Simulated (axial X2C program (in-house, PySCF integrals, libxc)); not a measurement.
**Which molecule has these constants?**

Computed with an in-house all-electron X2C program for linear molecules (integrals from PySCF), spin-free (one-electron X2C) or two-component (2c: spin–orbit coupling with atomic mean-field Coulomb and Gaunt terms, which also bring small scalar terms), in Dyall basis sets with cores contracted in-house; open shells are unrestricted.

A two-component PBE0 calculation in a Dyall 3-zeta basis gave Re = 4.631 Å, ωe = 44.9 cm⁻¹, De = 0.19 eV, dipole magnitude 2.11 D, Ω = 1/2.

Task: Which molecule is it?
A. RbCa
B. RbSr
C. RbBe

Result: B. The others have RbCa 4.421 Å and 60.9 cm⁻¹ (Ω = 1/2); RbBe 3.537 Å and 152.0 cm⁻¹ (Ω = 1/2).

Each entry is the lowest single determinant of a limited PBE0 search at one distance. De goes to single-determinant-based atoms at the same level (for ions the charge split of lowest energy) and is withheld (n/a) where an atom does not fit its ground term or J level. Main or longest-lived isotopes.
